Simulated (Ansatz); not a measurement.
Consider the ligand exchange at a Zn–C bond: `F[CH2][ZnH]` + `[OH][GeH3]` → `[ZnH][O][GeH3]` + `CF`.

Gas-phase electronic energies from Ansatz, PBE0-D4/def2-TZVP geometries. CBS: MP2 limit from def2 TZ/QZ plus the TZ coupled-cluster correction, frozen cores. This one scheme is used for every species. For Ge, Zn outer-core shells are correlated without core-valence functions, which leaves a few kJ/mol of doubt a bond. Scalar relativity is left out up to krypton.

```csv
species,CCSD(T)/CBS(def2) energy (Eh)
`F[CH2][ZnH]`,-1917.98456
`[OH][GeH3]`,-2153.69723
`[ZnH][O][GeH3]`,-3932.08723
`CF`,-139.63461
```

(1) Work out ΔE.

Largest T1 diagnostic among the species: 0.016.

## Answers

(1) ΔE = (-3932.08723) + (-139.63461) − (-1917.98456) − (-2153.69723) = -0.04005 Eh = -105.2 kJ/mol.

Leaving LDA and LC-ωPBE aside and taking each functional with its dispersion term where it has one, the values, not all of them listed here, spread over 19.5 kJ/mol, from BHLYP-D4 to revPBE-D4. At CCSD(T), def2-SVP lies −17.4 kJ/mol from the extrapolated value and def2-TZVPP −0.4 kJ/mol.
